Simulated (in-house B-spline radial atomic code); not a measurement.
Response of Mg2+ as one setting changes: the radius of a hard wall (bohr). Method: PBE. A dash marks a strongly mixed or unbound state. A box has no continuum, so excitations may lie above minus the highest level. Computed with a B-spline radial code for spherical atoms: linear response of the closed shell [He] 2s2 2p6 with the functional's adiabatic kernel; non-relativistic, point nucleus, no spin-orbit coupling, no double excitations, S, P, D and F terms only. Only terms of natural parity with L up to 3 were computed.

```json
{"radius of a hard wall (bohr)": "2.5", "lowest 1P (eV)": "2p → 3s 71.68", "lowest 3P, Tamm-Dancoff (eV)": "2p → 3s 69.92", "minus highest occupied level (eV)": "65.68", "α (bohr³)": "0.4333"}
{"radius of a hard wall (bohr)": "3", "lowest 1P (eV)": "?", "lowest 3P, Tamm-Dancoff (eV)": "?", "minus highest occupied level (eV)": "?", "α (bohr³)": "?"}
{"radius of a hard wall (bohr)": "3.5", "lowest 1P (eV)": "?", "lowest 3P, Tamm-Dancoff (eV)": "?", "minus highest occupied level (eV)": "?", "α (bohr³)": "?"}
{"radius of a hard wall (bohr)": "4", "lowest 1P (eV)": "2p → 3s 50.99", "lowest 3P, Tamm-Dancoff (eV)": "2p → 3s 50.19", "minus highest occupied level (eV)": "66.71", "α (bohr³)": "0.5115"}
{"radius of a hard wall (bohr)": "4.5", "lowest 1P (eV)": "2p → 3s 49.76", "lowest 3P, Tamm-Dancoff (eV)": "2p → 3s 49.06", "minus highest occupied level (eV)": "66.72", "α (bohr³)": "0.513"}
{"radius of a hard wall (bohr)": "5.5", "lowest 1P (eV)": "2p → 3s 48.90", "lowest 3P, Tamm-Dancoff (eV)": "2p → 3s 48.29", "minus highest occupied level (eV)": "66.72", "α (bohr³)": "0.5134"}
{"radius of a hard wall (bohr)": "6.5", "lowest 1P (eV)": "2p → 3s 48.71", "lowest 3P, Tamm-Dancoff (eV)": "2p → 3s 48.13", "minus highest occupied level (eV)": "66.72", "α (bohr³)": "0.5134"}
{"radius of a hard wall (bohr)": "8", "lowest 1P (eV)": "2p → 3s 48.67", "lowest 3P, Tamm-Dancoff (eV)": "2p → 3s 48.09", "minus highest occupied level (eV)": "66.72", "α (bohr³)": "0.5134"}
{"radius of a hard wall (bohr)": "10", "lowest 1P (eV)": "2p → 3s 48.67", "lowest 3P, Tamm-Dancoff (eV)": "2p → 3s 48.09", "minus highest occupied level (eV)": "66.72", "α (bohr³)": "0.5134"}
{"radius of a hard wall (bohr)": "15", "lowest 1P (eV)": "2p → 3s 48.67", "lowest 3P, Tamm-Dancoff (eV)": "2p → 3s 48.09", "minus highest occupied level (eV)": "66.72", "α (bohr³)": "0.5134"}
```

Problem. What belongs in the row for 3.5?

Solution. lowest 1P (eV): 2p → 3s 53.59; lowest 3P, Tamm-Dancoff (eV): 2p → 3s 52.62; minus highest occupied level (eV): 66.68; α (bohr³): 0.5056.

Problem. What belongs in the row for 3?

Solution. lowest 1P (eV): 2p → 3s 59.19; lowest 3P, Tamm-Dancoff (eV): 2p → 3s 57.93; minus highest occupied level (eV): 66.51; α (bohr³): 0.4858.
